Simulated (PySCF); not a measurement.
Optical rotation: `InChI=1S/C6H11PS/c1-3-6-5(2)4-7(6)8/h3,5-7H,1,4H2,2H3/t5-,6-/m0/s1`

Geometry:
```json
{"atom": "C1", "x (Å)": "1.765", "y (Å)": "-1.397", "z (Å)": "-1.803"}
{"atom": "C2", "x (Å)": "1.301", "y (Å)": "-0.750", "z (Å)": "-0.747"}
{"atom": "C3", "x (Å)": "-0.010", "y (Å)": "-0.062", "z (Å)": "-0.717"}
{"atom": "C4", "x (Å)": "-0.983", "y (Å)": "-0.284", "z (Å)": "0.478"}
{"atom": "C5", "x (Å)": "-0.295", "y (Å)": "-0.709", "z (Å)": "1.764"}
{"atom": "C6", "x (Å)": "-1.519", "y (Å)": "1.163", "z (Å)": "0.568"}
{"atom": "P7", "x (Å)": "-0.063", "y (Å)": "1.785", "z (Å)": "-0.395"}
{"atom": "S8", "x (Å)": "-0.164", "y (Å)": "3.135", "z (Å)": "-1.767"}
{"atom": "H9", "x (Å)": "2.735", "y (Å)": "-1.864", "z (Å)": "-1.801"}
{"atom": "H10", "x (Å)": "1.196", "y (Å)": "-1.480", "z (Å)": "-2.714"}
{"atom": "H11", "x (Å)": "1.902", "y (Å)": "-0.674", "z (Å)": "0.150"}
{"atom": "H12", "x (Å)": "-0.542", "y (Å)": "-0.225", "z (Å)": "-1.663"}
{"atom": "H13", "x (Å)": "-1.761", "y (Å)": "-1.012", "z (Å)": "0.235"}
{"atom": "H14", "x (Å)": "0.160", "y (Å)": "-1.690", "z (Å)": "1.648"}
{"atom": "H15", "x (Å)": "-1.025", "y (Å)": "-0.763", "z (Å)": "2.570"}
{"atom": "H16", "x (Å)": "0.476", "y (Å)": "0.004", "z (Å)": "2.049"}
{"atom": "H17", "x (Å)": "-2.430", "y (Å)": "1.311", "z (Å)": "-0.016"}
{"atom": "H18", "x (Å)": "-1.674", "y (Å)": "1.550", "z (Å)": "1.573"}
{"atom": "H19", "x (Å)": "0.923", "y (Å)": "1.974", "z (Å)": "0.580"}
```

Computed with TDDFT B3LYP/def2-SVPD circular dichroism and optical rotation, one conformer, gas phase in PySCF 2.14.0. Geometry: GFN2-xTB.

The molecule is flexible and this is one conformer; a measurement averages over conformers. States above about 6.3 eV (minus the energy of the highest occupied orbital) lie near or above the ionisation threshold and depend on the basis.

Stereocentres: C3 S, C4 S, P7 S.

Q: What is the specific rotation at 633, 589.3, 546, 436, 405, 365, 355 nm?

A: [α] in deg dm⁻¹ (g/mL)⁻¹:
| λ (nm) | origin-invariant length gauge | modified velocity gauge | length gauge (centre of mass) | isotropic polarisability (au) |
| --- | --- | --- | --- | --- |
| 633 | +1.5 | +15.4 | +1.7 | 124.3 |
| 589.3 | -0.1 | +16.1 | +0.1 | 125.0 |
| 546 | -3.2 | +16.2 | -2.9 | 125.9 |
| 436 | -32.4 | +1.1 | -31.9 | 129.8 |
| 405 | -58.3 | -17.5 | -57.6 | 131.7 |
| 365 | -134.1 | -78.9 | -133.2 | 135.2 |
| 355 | -169.1 | -108.7 | -168.1 | 136.4 |

Where the gauges differ in sign the basis doesn't settle the rotation.

The first excitation lies at 4.93 eV (251 nm) with R = -12.0 × 10⁻⁴⁰ esu² cm² (velocity form).
